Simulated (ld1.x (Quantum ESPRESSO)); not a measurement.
# Pseudopotential generation for fluorine (F): PAW, PBE, scalar-relativistic.

fluorine, PAW, made with ld1.x (Quantum ESPRESSO) 7.5 (PBE, scalar-relativistic). Core [He], reference 2s2 2p5. Waves: 2s (bound): rcut 0.60, rcutus 0.65 bohr; 2s channel at 0.05 Ry: rcut 0.60, rcutus 0.65 bohr; 2p (bound): rcut 1.05, rcutus 1.20 bohr; 2p channel at 0.2 Ry: rcut 1.05, rcutus 1.20 bohr. Local part: all-electron potential smoothed inside 1.10 bohr (lloc = -1). Core correction: Bessel-smoothed model core inside 0.45 bohr. Augmentation charge: PSQ, inside the norm-conserving radii.

Results:

| Property | Result |
| --- | --- |
| Cutoffs needed | 80 Ry and 140 Ry (the cutoffs (Ry, on a coarse ladder) from which the occupation-weighted sum of valence levels, in a spherical-Bessel basis at the reference potential, stays within 10 and 1 mRy of its value at 400 Ry) |
| Ghost test | no extra level below or beside the all-electron valence levels (s, p, d, f tested) (spherical-Bessel basis up to 400 Ry, 20 bohr box) |
| Configuration tests | test run stopped at test 3 of 7 (negative rho) |
| Lowest eigenvalue of the overlap operator | 0.68 (s channel) |
| Density cutoff estimated by the generator | 519 Ry |

Generation and tests took about 1.2 s on one core of a shared server CPU.
